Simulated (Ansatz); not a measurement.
`B[Se][SiH2][SiH3]` + `[CH3][AlH][SH]` → `B[Se][CH2][AlH][SH]` + `[SiH3][SiH3]`  (formal exchange of groups at the Se–Si bond)

Isolated molecules relaxed with PBE0-D4/def2-TZVP in Ansatz; ΔE leaves out vibrations. CCSD(T)/CBS is the MP2 limit (def2-TZVPP, def2-QZVPP) plus CCSD(T) − MP2 in def2-TZVPP, frozen cores. This one scheme is used for every species. Functionals use def2-TZVPP. B3LYP here is the variant with VWN-RPA as its local correlation; programs differ in this. For Se outer-core shells are correlated without core-valence functions, which leaves a few kJ/mol of doubt a bond. Scalar relativity is left out up to krypton. Each species was taken in one conformer, which may not be the lowest.

(1) Is it downhill or uphill in electronic energy at CCSD(T)/CBS, and by how much? (An estimate is asked.)

(2) What do these levels give: PBE-D4, r2SCAN-D4, PBE0-D4, B3LYP-D4, ωB97M-V, PBE0, B3LYP, MP2/def2-TZVPP, HF/def2-QZVPP, HF/CBS(def2), MP2/CBS(def2), CCSD/CBS(def2)? (Best estimate.)

Largest T1 diagnostic among the species: 0.014.

Answers

(1) Computed: Uphill: ΔE = +20.1 kcal/mol.

(2) The calculation gave: PBE-D4 19.2, r2SCAN-D4 20.3, PBE0-D4 20.2, B3LYP-D4 20.8, ωB97M-V 20.4, PBE0 20.8, B3LYP 22.0, MP2/def2-TZVPP 20.0, HF/def2-QZVPP 25.0, HF/CBS(def2) 25.0, MP2/CBS(def2) 21.1, CCSD/CBS(def2) 21.1 kcal/mol.

The D4 term adds −1.2 kcal/mol with B3LYP and −0.6 kcal/mol with PBE0; it sums over pairs of atoms, weighted by their polarisabilities, and B3LYP, whose exchange is more repulsive, gets the larger term. From PBE to PBE0 (25 % exact exchange), in def2-TZVPP and without D4, ΔE moves by +0.9 kcal/mol.
